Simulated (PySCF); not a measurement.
A run that did not reach its result, on `C1=C(Cl)C(=O)[C@@H](F)CC1` (driver script around PySCF, density fitting, GFN2-xTB geometry as the base; each input is a line of settings and coordinates in Å).

Command:
```bash
OMP_NUM_THREADS=1 python probes_run.py task.json out
```
Input:
```
{"job": {"kind": "j", "xc": "PBE0", "basis": "cc-pVDZ", "scf": {"max_cycle": 5}}, "charge": 0, "multiplicity": 1}
O      1.046668    -1.904537    -1.676665
C      0.657735    -1.157237    -0.817706
C      1.525318    -0.324698     0.031028
Cl     3.204958    -0.727050    -0.004322
C      1.066269     0.700529     0.756197
C     -0.366476     1.108258     0.782794
C     -1.159988     0.507182    -0.376360
C     -0.834474    -0.974581    -0.501079
F     -1.103023    -1.604598     0.700700
H      1.750083     1.273250     1.365827
H     -0.438572     2.197442     0.771269
H     -0.793767     0.764503     1.730963
H     -0.889457     0.995170    -1.314045
H     -2.230264     0.638272    -0.210480
H     -1.439423    -1.483914    -1.260032
```

Output:
```
final grid: 134040 points
cycle   1  E = -866.7587515041  dE =  1.582e+00  |g| = 9.122e-01  |ddm| = 7.333e+00
cycle   2  E = -866.2012546150  dE =  5.575e-01  |g| = 1.904e+00  |ddm| = 3.786e+00
cycle   3  E = -866.9181436045  dE = -7.169e-01  |g| = 1.991e-01  |ddm| = 2.687e+00
cycle   4  E = -866.9248722663  dE = -6.729e-03  |g| = 9.877e-02  |ddm| = 4.080e-01
cycle   5  E = -866.9266488801  dE = -1.777e-03  |g| = 2.510e-02  |ddm| = 1.530e-01
SCF not converged, last energy = -866.9266488801
```

On one thread, Arm Neoverse V1 (aarch64), shared host with 32 logical CPUs at a one-minute load of 20, this took 7.7 s wall and 0.77 GiB of memory at its peak.

Q: What went wrong, and what mends it?

A: The cap of 5 cycles ended the SCF with an orbital gradient of 2.5e-02, before the energy threshold of 1e-09 Eh and the gradient threshold (its square root) were both met. Raise the cap. Its energy and orbitals aren't self-consistent and shouldn't be used.
